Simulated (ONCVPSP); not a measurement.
**What one change does to a pseudopotential (Bi, ONCV)**

bismuth, optimised norm-conserving Vanderbilt (ONCV), made with ONCVPSP 4.0.1 (revPBE, scalar-relativistic). Core [Xe] 4f14 5d10, reference 6s2 6p2.75 (charge +0.25). Waves: 6s: rc 1.65 bohr, ncon 5, nbas 10, qcut 3.5 1/bohr, 2 projectors, debl 3.4 Ha; 6p: rc 2.30 bohr, ncon 4, nbas 7, qcut 3.7 1/bohr, 1 projector. Local part: polynomial inside 1.60 bohr (lpopt 4, dvloc0 3 Ha). Core correction: none.

Change: p: qcut 2.9.

Cutoffs: the cutoffs (Ha) at which the residual kinetic energy of the hardest occupied pseudo-wave falls to 1 and 0.1 mHa per electron; they do not see the model core or the augmentation charge, which bear on the density cutoff. Errors are all-electron minus pseudo energies relative to the spin-unpolarised reference configuration.

**Question.** How do hardness, ghosts and transferability respond?

**Answer.** The potential gets neither clearly harder nor softer (94 Ha and 111 Ha → 94 Ha and 111 Ha); the s channel sets the loose cutoff, while the largest relative change is in p, which becomes harder; of the 4 tests that both files solve, the error grows in 1 and shrinks in 0 by more than 15 % and 0.3 meV (median size 11.3 → 13.1 meV); neither file shows a bound ghost.

| quantity | base | changed |
| --- | --- | --- |
| cutoff, loose | 94 Ha | 94 Ha |
| cutoff, tight | 111 Ha | 111 Ha |
| loose cutoff by channel | s 94 Ha, p 5.8 Ha | s 94 Ha, p 9.2 Ha |
| bound ghosts | none | none |
| GHOST(+) flags under 300 eV | s at 106.5 eV | s at 106.5 eV |
| error for 6s2 6p3, meV [ΔE -1.33 eV] | +0.6 | +0.6 |
| error for 6s2 6p2, meV [ΔE 6.52 eV] | -4.3 | -4.4 |
| error for 6s2 6p1, meV [ΔE 21.66 eV] | -20 | -22 |
| error for 6s1 6p0, meV [ΔE 90.12 eV] | -18 | -36 |
| s: phases at 1.68 bohr within 0.05 rad from the reference energy up to (Ha; the scan ends near 5) | 3.7 | 3.7 |
| p: phases at 2.33 bohr within 0.05 rad from the reference energy up to (Ha; the scan ends near 5) | 1.0 | 0.8 |
